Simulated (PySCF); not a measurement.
Al(F)2(OSiH3) (AlF2H3OSi), SMILES [F][Al]([F])[O][SiH3].

Geometry: B3LYP-D3(BJ)/def2-SVP. The structure was generated by enumeration; whether it is a known compound was not checked. The values are those of a single conformer.

Two levels are set side by side: TDA-PBE/def2-SVPD (PySCF) and TDA-ωB97X/def2-SVPD (PySCF). Vertical, same geometry. The lowest singlet is HOMO→LUMO 100 % with PBE and HOMO→LUMO 76 % with the other functional; states are paired by order. Differences are taken from unrounded values.

```
quantity                               TDA-ωB97X
-------------------------------------  ---------
lowest singlet excitation (eV)              7.25
lowest triplet excitation (TDA) (eV)        6.98
first bright state (f over 0.05) (eV)       9.19
its oscillator strength                     0.08
```

Problem. What does TDA-PBE give, and how far is it from TDA-ωB97X? (An estimate is asked for; the answer gives what the named calculation found.)

Solution. 
```
quantity                               TDA-PBE  TDA-PBE minus TDA-ωB97X
-------------------------------------  -------  -----------------------
lowest singlet excitation (eV)            5.51                    -1.74
lowest triplet excitation (TDA) (eV)      5.35                    -1.63
first bright state (f over 0.05) (eV)     7.26                    -1.94
its oscillator strength                   0.06                    -0.01
```

Functionals without exact exchange tend to place singlet excitations lower, as here. Differences between two approximate levels are no errors against the true value.

Rough cost on one machine, each run with all the roots and properties that it gave: TDA-ωB97X against TDA-PBE about 4 times.
